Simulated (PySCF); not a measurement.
Ionisation energy along the 9-electron series

Calculated with PySCF 2.14 and a two-component X2C-1e Hamiltonian (Gaussian nucleus, no Breit or QED terms), each ion in its own even-tempered basis scaled to its charge; GMP2 freezes nothing and drops the highest virtual spinors. Values in eV. NIST values: (m) measured, (s) semi-empirical, (t) theoretical.

| ion | configuration | GHF (spin-free) | GMP2 (spin-free) | GHF (screened spin-orbit) | GMP2 (screened spin-orbit) | NIST |
| --- | --- | --- | --- | --- | --- | --- |
| P⁶⁺ | [He] 2s2 2p5 | 262.04 | 263.49 | 261.98 | 263.43 | 263.57 ± 0.06 (s) |
| Cl⁸⁺ | [He] 2s2 2p5 | 399.38 | 400.83 | 399.25 | 400.70 | 400.85 (m) |

Problem. Fill in the row of S⁷⁺.

Solution. configuration: [He] 2s2 2p5; GHF (spin-free): 327.27; GMP2 (spin-free): 328.73; GHF (screened spin-orbit): 327.19; GMP2 (screened spin-orbit): 328.64; NIST: 328.79 (m).
